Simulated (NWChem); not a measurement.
Everything below was run with NWChem. System: Br₂Sn, charge 0, spin multiplicity 1, at a geometry optimised with PBE0/def2-SVP with def2 effective core potentials on Sn. The structure started from a generated list of species. Level: EOM-CCSD/def2-SVP with def2 effective core potentials on Sn, 22 core orbitals frozen.

NWChem printed:

```
             Northwest Computational Chemistry Package (NWChem) 7.3.0
             --------------------------------------------------------

                                NWChem Input Module
                                -------------------

 Scaling coordinates for geometry "geometry" by  1.889725989
 (inverse scale =  0.529177249)

 Turning off AUTOSYM since
 SYMMETRY directive was detected!

                             Geometry "geometry" -> ""
                             -------------------------

 Output coordinates in angstroms (scale by  1.889725989 to convert to a.u.)

  No.       Tag          Charge          X              Y              Z
 ---- ---------------- ---------- -------------- -------------- --------------
    1 Sn                  50.0000     0.00000000     0.00000000     0.95429600
    2 Br                  35.0000    -1.94177200     0.00000000    -0.68164000
    3 Br                  35.0000     1.94177200     0.00000000    -0.68164000

 Effective nuclear repulsion energy (a.u.)     896.3748793581

            Nuclear Dipole moment (a.u.)
            ----------------------------
        X                 Y               Z
 ---------------- ---------------- ----------------
     0.0000000000     0.0000000000     0.0000000000

      Symmetry information
      --------------------

 Group name             C2v
 Group number             16
 Group order               4
 No. of unique centers     2

      Symmetry unique atoms

     1    2


 Summary of "ao basis" -> "" (spherical)
 ------------------------------------------------------------------------------
       Tag                 Description            Shells   Functions and Types
 ---------------- ------------------------------  ------  ---------------------
 *                          def2-svp                  on all atoms

 Summary of "ao basis" -> "ao basis" (spherical)
 ------------------------------------------------------------------------------
       Tag                 Description            Shells   Functions and Types
 ---------------- ------------------------------  ------  ---------------------
 Sn                         def2-svp                10       26   4s4p2d
 Br                         def2-svp                12       32   5s4p3d

                                 NWChem SCF Module
                                 -----------------

  ao basis        = "ao basis"
  functions       =    90
  atoms           =     3
[...]
 Iteration   5 using    5 trial vectors
   0.0139643300724   0.1685051370139    4.58526     0.3     0.3

 Iteration   6 using    6 trial vectors
   0.0078060450401   0.1682049304086    4.57709     0.3     0.3

 Iteration   7 using    7 trial vectors
   0.0038789137963   0.1681873244377    4.57661     0.3     0.3

 Iteration   8 using    8 trial vectors
   0.0022010769192   0.1681726668309    4.57621     0.3     0.3

 Iteration   9 using    9 trial vectors
   0.0015569437370   0.1681665048551    4.57605     0.3     0.3

 Iteration  10 using   10 trial vectors
   0.0008493989746   0.1681590791350    4.57584     0.3     0.3

 Iteration  11 using   11 trial vectors
   0.0005004681468   0.1681583478361    4.57582     0.3     0.3

 Iteration  12 using   12 trial vectors
   0.0003874812522   0.1681615872784    4.57591     0.3     0.3

 Iteration  13 using   13 trial vectors
   0.0002198170488   0.1681613057450    4.57590     0.4     0.4

 Iteration  14 using   14 trial vectors
   0.0001011922420   0.1681603852682    4.57588     0.3     0.3

 Iteration  15 using   15 trial vectors
   0.0000439300822   0.1681603777904    4.57588     0.4     0.4

 Iteration  16 using   16 trial vectors
   0.0000156884103   0.1681601433978    4.57587     0.3     0.3

 Iteration  17 using   17 trial vectors
   0.0000050852581   0.1681601488271    4.57587     0.3     0.3
 --------------------------------------------------------------
 Iterations converged
 ------------------

 Excited state root  1
 Excitation energy / hartree =        0.168160148827098
                   / eV      =        4.575872417969104
 largest EOMCCSD amplitudes: R1 and R2

 Singles contributions
    48b1  (alpha) ---    46a1  (alpha)       -0.1628778763
    47b2  (alpha) ---    44a2  (alpha)        0.8901489302

 Doubles contributions
    47b2  (alpha)    47b2  (beta ) ---    44a2  (alpha)    43b2  (beta )       -0.1289209671
    47b2  (alpha)    47b2  (beta ) ---    43b2  (alpha)    44a2  (beta )       -0.1289209671

 =========================================
 Excited-state calculation ( b2  symmetry)
 =========================================
 Dim. of EOMCC iter. space      500

 EOMCCSD SOLVER TYPE  1
  maxdiff =   0.34120187208003316

 No. of initial right vectors    1

 EOM-CCSD right-hand side iterations
 --------------------------------------------------------------
      Residuum       Omega / hartree  Omega / eV    Cpu    Wall
 --------------------------------------------------------------

 Iteration   1 using    1 trial vectors
   0.4244844104114   0.2131303421274    5.79957     0.5     0.5

 Iteration   2 using    2 trial vectors
   0.1025442640196   0.1352450535045    3.68021     0.3     0.3

 Iteration   3 using    3 trial vectors
   0.0381629838035   0.1307723960136    3.55850     0.3     0.3

 Iteration   4 using    4 trial vectors
   0.0159656918561   0.1298487095646    3.53336     0.3     0.3

 Iteration   5 using    5 trial vectors
   0.0093979415022   0.1294830914155    3.52342     0.3     0.3

 Iteration   6 using    6 trial vectors
   0.0069371394011   0.1294035438116    3.52125     0.3     0.3

 Iteration   7 using    7 trial vectors
   0.0042833289574   0.1293745033020    3.52046     0.3     0.3

 Iteration   8 using    8 trial vectors
   0.0024297752475   0.1293615938021    3.52011     0.3     0.3

 Iteration   9 using    9 trial vectors
   0.0011450830345   0.1293503212130    3.51980     0.3     0.3

 Iteration  10 using   10 trial vectors
   0.0005595279210   0.1293467701405    3.51971     0.3     0.3

 Iteration  11 using   11 trial vectors
   0.0002793726372   0.1293473381918    3.51972     0.3     0.3

 Iteration  12 using   12 trial vectors
   0.0001678826960   0.1293472293464    3.51972     0.3     0.3

 Iteration  13 using   13 trial vectors
   0.0000695806743   0.1293472873669    3.51972     0.3     0.3

 Iteration  14 using   14 trial vectors
   0.0000234164721   0.1293472222554    3.51972     0.3     0.3

 Iteration  15 using   15 trial vectors
   0.0000079109101   0.1293471833186    3.51972     0.3     0.3
 --------------------------------------------------------------
 Iterations converged
 ------------------

 Excited state root  1
 Excitation energy / hartree =        0.129347183318570
                   / eV      =        3.519717439700911
 largest EOMCCSD amplitudes: R1 and R2

 Singles contributions
    47b2  (alpha) ---    46a1  (alpha)        0.9215993021

 Doubles contributions

 Task  times  cpu:       32.3s     wall:       32.3s

 Total times  cpu:       32.3s     wall:       32.3s
```

Question: Write an NWChem input that would produce this output.

Answer: Several could match; the one computed here: 
```
start mol
memory heap 100 mb stack 700 mb global 1900 mb
geometry units angstroms nocenter noautoz
  Sn     0.000000     0.000000     0.954296
  Br    -1.941772     0.000000    -0.681640
  Br     1.941772     0.000000    -0.681640
  symmetry group C2v
end
basis spherical
  * library def2-svp
end
ecp
  Sn library def2-ecp
end
scf
  rhf
  nopen 0
  maxiter 100
  thresh 1e-7
  semidirect memsize 60000000 filesize 0
end
tce
  freeze core 22
  ccsd
  nroots 1
  2eorb
  2emet 13
  thresh 1e-5
  maxiter 200
  tilesize 24
end
task tce energy
```
